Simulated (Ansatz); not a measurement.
C2H5AlBF, SMILES `C[B]1[AlH][CH]1F`. Total charge 0; spin multiplicity 1.

```
atom   x (Å)   y (Å)   z (Å)
  C1  -0.731   0.597   1.442
  B2   0.019  -0.062   0.242
 Al3   1.278  -1.423  -0.452
  C4   0.042   0.172  -1.199
  F5  -0.652   1.111  -1.891
  H6  -1.371   1.422   1.118
  H7  -1.360  -0.129   1.964
  H8  -0.029   0.989   2.183
  H9   2.174  -2.306  -1.423
 H10   0.629  -0.370  -1.983
```

(1) What are the harmonic wavenumbers in cm⁻¹ at PBE0-D4/def2-TZVP (Ansatz, finite differences of forces, unscaled)? (Estimate.)

(2) Is this a minimum?

(3) Give the ideal-gas thermochemistry at 298.15 K and 1 bar (rigid rotor, harmonic oscillator; point group Cs, symmetry number 1).

Results:

(1) Computed: 73, 91, 166, 233, 375, 405, 449, 458, 617, 649, 831, 891, 948, 1109, 1319, 1429, 1458, 1464, 1556, 1908, 2837, 3044, 3113, 3118.

(2) Yes, all 24 modes are real.

(3) Zero-point energy 170.7 kJ/mol; H(298) − E = 192.0 kJ/mol; entropy 347.9 J/(mol·K), of which translation 164.4, rotation 112.4, vibration 71.0; G(298) − E = 88.3 kJ/mol. Modes under 100 cm⁻¹ are hindered rotations or soft bends, so the harmonic entropy is rough.
